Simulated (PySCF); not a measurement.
B(H)2(NCO) (CH₂BNO), SMILES BN=C=O. Atoms are numbered in the order given.

```xyz
6

B      0.0000     0.0000     1.9469
H      0.0000     1.0524     2.5355
H      0.0000    -1.0524     2.5355
N      0.0000     0.0000     0.5406
C      0.0000     0.0000    -0.6594
O      0.0000     0.0000    -1.8292
```
Charge 0, spin multiplicity 1.

Coordinates come from a B3LYP-D3(BJ)/def2-SVP optimisation.

Computed with PySCF with PBE0/pcJ-1.

Isotropic couplings with Fermi-contact, spin-dipole and both spin-orbit terms, one fixed conformer, no vibrational averaging. Isotopes: 11B, 13C, 14N, 1H.

Q: Estimate the spin–spin coupling constants. (The exact figures need the calculation; the answer reports its results.)

A: 
```
pair   bonds apart  J (Hz)
-----  -----------  ------
B1–H2            1   149.4
B1–H3            1   149.4
B1–N4            1    28.6
N4–C5            1    48.2
B1–C5            2    16.8
H2–H3            2     7.4
H2–N4            2     1.8
H3–N4            2     1.8
H2–C5            3     2.7
H3–C5            3     2.7
```
